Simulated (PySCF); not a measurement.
Record of a relaxation.

Species: InCl2(CH2SiH3), CH₅Cl₂InSi.
Bonds: In1–Cl2, In1–Cl3, In1–C4, C4–Si5. Hydrogens: H6, H7 on C4; H8, H9, H10 on Si5.

Computed by this run: PBE0-D3(BJ)/def2-SVP geometry optimisation, gas phase, def2 core potentials past Kr in PySCF 2.14.0; density fitting, grid level 1; the optimiser is geomeTRIC in internal coordinates, started from a GFN2-xTB structure with every atom displaced at random (about 0.03 Å). 7 of its 9 geometries are shown. The frame can shift and turn from step to step; on so coarse a grid that alone can change the energy by a few meV, and forces under 0.02 eV/Å are noise.

Step 0: E = -39193.9528 eV, largest atomic force 3.910 eV/Å
```
atom  x, y, z in Å  |  force x, y, z in eV/Å
In1     0.931    1.377   -0.649   -2.158   0.572  -0.211
Cl2     3.155    1.595   -0.508    1.706   0.181   0.135
Cl3    -0.212    3.520   -0.636    0.442  -0.793   0.006
C4     -0.141   -0.472   -0.787   -3.437   1.780   0.557
Si5    -0.663   -1.073    0.954    0.910   1.134   0.122
H6     -1.136   -0.266   -1.383    1.860  -0.311   0.862
H7      0.445   -1.173   -1.301    1.144  -1.380  -0.963
H8      0.639   -1.225    1.725   -0.437  -0.099  -0.051
H9     -1.508   -0.027    1.694    0.340  -0.422  -0.444
H10    -1.385   -2.333    0.895   -0.370  -0.663  -0.013
```

Step 1: E = -39194.2833 eV, largest atomic force 0.255 eV/Å
```
atom  x, y, z in Å  |  force x, y, z in eV/Å
In1     0.891    1.401   -0.656    0.009   0.009  -0.058
Cl2     3.217    1.638   -0.508   -0.016  -0.029   0.018
Cl3    -0.198    3.476   -0.640    0.001   0.078   0.003
C4     -0.182   -0.443   -0.769   -0.083  -0.082   0.227
Si5    -0.651   -1.068    0.951    0.217  -0.046  -0.098
H6     -1.099   -0.245   -1.339   -0.047   0.053  -0.145
H7      0.434   -1.176   -1.313    0.029   0.020   0.018
H8      0.599   -1.256    1.753   -0.031  -0.072   0.016
H9     -1.482   -0.048    1.646   -0.092   0.066   0.019
H10    -1.405   -2.357    0.879    0.015   0.003   0.000
```

Step 3: E = -39194.2907 eV, largest atomic force 0.096 eV/Å
```
atom  x, y, z in Å  |  force x, y, z in eV/Å
In1     0.882    1.432   -0.650   -0.042   0.012   0.004
Cl2     3.209    1.605   -0.450    0.009  -0.013   0.006
Cl3    -0.124    3.551   -0.704    0.028  -0.018  -0.002
C4     -0.203   -0.414   -0.749    0.064   0.033  -0.023
Si5    -0.651   -1.093    0.948   -0.093   0.006   0.025
H6     -1.103   -0.209   -1.350   -0.001  -0.027   0.033
H7      0.436   -1.129   -1.292    0.003   0.020  -0.013
H8      0.584   -1.321    1.757    0.016   0.016  -0.016
H9     -1.519   -0.110    1.668    0.024  -0.031  -0.005
H10    -1.386   -2.390    0.826   -0.009   0.001  -0.009
```

Step 4: E = -39194.2911 eV, largest atomic force 0.075 eV/Å
```
atom  x, y, z in Å  |  force x, y, z in eV/Å
In1     0.883    1.439   -0.641   -0.027   0.007   0.012
Cl2     3.211    1.586   -0.424    0.016  -0.009   0.003
Cl3    -0.090    3.571   -0.718    0.014  -0.015   0.009
C4     -0.206   -0.402   -0.744    0.046   0.038  -0.044
Si5    -0.661   -1.100    0.943   -0.062  -0.011   0.019
H6     -1.103   -0.198   -1.350    0.001  -0.023   0.034
H7      0.438   -1.110   -1.289   -0.005   0.004  -0.011
H8      0.576   -1.334    1.749    0.007   0.019  -0.007
H9     -1.535   -0.131    1.675    0.019  -0.015  -0.005
H10    -1.389   -2.398    0.803   -0.011   0.005  -0.011
```

Step 5: E = -39194.2913 eV, largest atomic force 0.036 eV/Å
```
atom  x, y, z in Å  |  force x, y, z in eV/Å
In1     0.891    1.444   -0.622    0.004  -0.002   0.015
Cl2     3.221    1.555   -0.392    0.013  -0.005   0.000
Cl3    -0.048    3.588   -0.701    0.000   0.003   0.018
C4     -0.206   -0.388   -0.744    0.010   0.014  -0.031
Si5    -0.676   -1.106    0.931    0.011  -0.020  -0.003
H6     -1.102   -0.183   -1.352   -0.007   0.004   0.004
H7      0.442   -1.089   -1.293   -0.011  -0.013  -0.002
H8      0.559   -1.344    1.737   -0.010   0.004   0.007
H9     -1.554   -0.151    1.672   -0.003   0.010   0.000
H10    -1.403   -2.403    0.768   -0.008   0.005  -0.008
```

Step 7: E = -39194.2915 eV, largest atomic force 0.040 eV/Å
```
atom  x, y, z in Å  |  force x, y, z in eV/Å
In1     0.905    1.442   -0.604    0.024  -0.009   0.006
Cl2     3.236    1.526   -0.370    0.002  -0.004  -0.002
Cl3    -0.017    3.593   -0.659    0.001   0.009   0.016
C4     -0.204   -0.381   -0.750   -0.014  -0.014  -0.005
Si5    -0.690   -1.107    0.918    0.036  -0.005  -0.016
H6     -1.098   -0.170   -1.357   -0.004   0.025  -0.013
H7      0.442   -1.081   -1.303   -0.012  -0.012   0.006
H8      0.540   -1.352    1.732   -0.015  -0.008   0.009
H9     -1.566   -0.150    1.657   -0.014   0.016   0.002
H10    -1.424   -2.397    0.742   -0.005   0.002  -0.003
```

Step 8: E = -39194.2917 eV, largest atomic force 0.023 eV/Å
```
atom  x, y, z in Å  |  force x, y, z in eV/Å
In1     0.908    1.439   -0.602    0.020  -0.008   0.002
Cl2     3.240    1.524   -0.368    0.002  -0.004  -0.002
Cl3    -0.014    3.591   -0.652    0.004   0.005   0.015
C4     -0.204   -0.381   -0.752   -0.009  -0.013  -0.007
Si5    -0.691   -1.106    0.916    0.015   0.001  -0.010
H6     -1.098   -0.167   -1.359    0.002   0.023  -0.004
H7      0.440   -1.083   -1.306   -0.010  -0.008   0.005
H8      0.536   -1.355    1.733   -0.010  -0.005   0.004
H9     -1.565   -0.145    1.654   -0.008   0.007   0.000
H10    -1.428   -2.394    0.740   -0.006   0.002  -0.003
```

Task: Summarise the path.

Result: The energy falls by 7.81 kcal/mol from step 0 to step 8; nine tenths of that is first reached at step 1. It never rises by more than 0.2 meV. The largest force goes from 3.910 to 0.023 eV/Å. Among the bonds In1–Cl2 changes most, from 2.239 to 2.345 Å; the atoms move by 0.092 Å rms after alignment.

Task: Follow the three bonds and two angles with the largest change from start to end.

Result: 
| step | E above end (kcal/mol) | largest force (eV/Å) | In1–Cl2 (Å) | In1–Cl3 (Å) | C4–H6 (Å) | C4–Si5–H8 (°) | Si5–C4–H6 (°) |
| --- | --- | --- | --- | --- | --- | --- | --- |
| 0 | 7.81 | 3.910 | 2.239 | 2.430 | 1.179 | 105.0 | 106.5 |
| 1 | 0.19 | 0.255 | 2.343 | 2.343 | 1.098 | 108.8 | 108.9 |
| 2 | 0.06 | 0.093 | 2.343 | 2.348 | 1.102 | 109.7 | 110.1 |
| 3 | 0.02 | 0.096 | 2.342 | 2.347 | 1.102 | 110.3 | 111.4 |
| 4 | 0.01 | 0.075 | 2.342 | 2.345 | 1.102 | 110.0 | 111.4 |
| 5 | 0.01 | 0.036 | 2.344 | 2.342 | 1.101 | 109.5 | 111.1 |
| 6 | 0.01 | 0.053 | 2.344 | 2.341 | 1.101 | 109.4 | 110.6 |
| 7 | 0.00 | 0.040 | 2.345 | 2.341 | 1.101 | 109.5 | 110.6 |
| 8 | 0.00 | 0.023 | 2.345 | 2.341 | 1.101 | 109.6 | 110.7 |

What follows is the cost of the whole optimisation. Time: 68 s of wall time; peak memory 0.47 GiB. Hardware: Arm Neoverse V1, one thread, shared host.
